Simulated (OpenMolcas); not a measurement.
d9 ions of charge +2 down a group on the Mg site of MgO

```json
{
  "Program": "OpenMolcas 26.06",
  "Method": "CASSCF",
  "Spin-orbit coupling": "RASSI with atomic mean-field integrals over the reference wave functions"
}
```

The d shell is active. Each dopant is a cluster with its nearest anions in model potentials and point charges, with no relaxation. Distances were set from a Shannon-type radius of the metal (high-spin where two are listed) plus a fixed donor radius (O 1.38 Å), in hosts weighted 0.65 to 0.35 with the host's distance in the model lattice. Ligand basis ANO-RCC-VDZP, DKH2 Hamiltonian. States (labels of O, the rotations of Oh). Energies in cm-1 above the lowest state or level, χT in cm3 K/mol; 10Dq is the gap between the two states. Spin-only χT is S(S+1) / 2 for the spin of the ground state.

```json
{"Ion": "Cu2+", "Shell": "3d9", "R (Å)": "2.108", "Metal basis": "ANO-RCC-VTZP", "Ground state": "2E", "First state of that spin": "2T2 6910", "10Dq": "6910", "First gap with spin-orbit (degeneracies)": "6242 (4, 2)", "χT at 300 K": "0.576", "Spin-only χT": "0.375"}
{"Ion": "Ag2+", "Shell": "4d9", "R (Å)": "2.245", "Metal basis": "ANO-RCC-VTZP", "Ground state": "2E", "First state of that spin": "2T2 16326", "10Dq": "16326", "First gap with spin-orbit (degeneracies)": "14933 (4, 2)", "χT at 300 K": "0.483", "Spin-only χT": "0.375"}
```

|10Dq| changes by a factor of 16326 / 6910 = 2.36 from Cu2+ to Ag2+.

χT departs most from the spin-only value for Cu2+, by +0.201 cm3 K/mol.

An orbital doublet at a regular site is open to a Jahn-Teller distortion, which this geometry leaves out. Ligand-to-metal charge-transfer states are missing. With metal d orbitals alone and no dynamic correlation 10Dq can be off by a tenth to a fifth, either way, in oxide and fluoride hosts (holds for Cu2+). The least metal-like active orbital is 78 % on the metal (Löwdin) and no ligand orbital is active, so the numbers are rough (holds for Ag2+). With metal d orbitals alone the field can be off either way by tens of per cent (holds for Ag2+). No measured value stands beside these numbers; the geometry was set by hand and not optimised.
